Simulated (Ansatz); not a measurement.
Geometry optimisation, RKS PBE-D4/cc-pVDZ in Ansatz.

Input file:

```yaml
crystal:
  periodic: [false, false, false]
  atoms:
    - { symbol: "N", position_ang: [0.0546, 1.57187, -0.68832] }
    - { symbol: Si, position_ang: [0.80329, 0.0923, -0.17117] }
    - { symbol: F, position_ang: [1.11366, -0.58512, -1.621] }
    - { symbol: Al, position_ang: [-0.69972, -1.44459, 1.02108] }
    - { symbol: H, position_ang: [-0.48778, 1.57068, -1.53628] }
    - { symbol: H, position_ang: [-0.34982, 2.19671, -0.01306] }
    - { symbol: H, position_ang: [1.08313, 1.72327, -0.71652] }
    - { symbol: H, position_ang: [-0.65315, -3.00957, 0.94458] }
    - { symbol: H, position_ang: [-1.93991, -0.89083, 1.80698] }
basis:
  gaussian: { orbitals: cc-pVDZ }
hamiltonian:
  xc: pbe
  dispersion: d4
relax:
  f_tol: 0.02
  max_steps: 50
output:
  orbitals: {}
```

Launched with:

```bash
$ ansatz run input.yaml --threads 2 --pin off --max-ram 3072MiB --backend cpu --events-out ev --progress --plain --runs-dir out
```

Question: Where does it end, and by what steps?

Answer: The run converged. The force dipped under the threshold on the way, but the program's further checks kept it going. After 22 steps the energy has fallen by 1.922 eV; H6 moved furthest, 0.93 Å.

| step | energy less start (eV) | largest force component (eV/Å) | accepted |
| --- | --- | --- | --- |
| 0 | 0.0000 | 4.933 | yes |
| 1 | -0.9363 | 3.118 | yes |
| 2 | -1.6203 | 1.437 | yes |
| 3 | -1.8043 | 1.070 | yes |
| 4 | -1.8173 | 0.316 | yes |
| 5 | -1.8689 | 0.319 | yes |
| 6 | -1.8783 | 0.165 | yes |
| 7 | -1.8893 | 0.107 | yes |
| 8 | -1.8765 | 0.393 | no |
| 9 | -1.8970 | 0.144 | yes |
| 10 | -1.9024 | 0.059 | yes |
| 11 | -1.9063 | 0.074 | yes |
| 12 | -1.9090 | 0.109 | yes |
| 13 | -1.9112 | 0.183 | yes |
| 14 | -1.9149 | 0.148 | yes |
| 15 | -1.9177 | 0.091 | yes |
| 16 | -1.9196 | 0.104 | yes |
| 17 | -1.9209 | 0.107 | yes |
| 18 | -1.9215 | 0.069 | yes |
| 19 | -1.9189 | 0.284 | no |
| 20 | -1.9217 | 0.012 | yes |
| 21 | -1.9218 | 0.036 | yes |
| 22 | -1.9219 | 0.013 | yes |

```xyz
9
Properties=species:S:1:pos:R:3
N 0.092 1.402 -0.489
Si 1.321 -0.290 -0.307
F 1.285 -0.494 -2.004
Al -0.713 -1.417 0.704
H -0.307 1.385 -1.442
H -0.692 1.360 0.190
H 0.585 2.298 -0.371
H -1.031 -2.848 1.401
H -1.615 -0.172 1.345
```

The run took 30 s on 2 threads of Intel(R) Xeon(R) Platinum 8375C CPU @ 2.90GHz (Ice Lake) (shared host), peak memory 0.17 GiB.
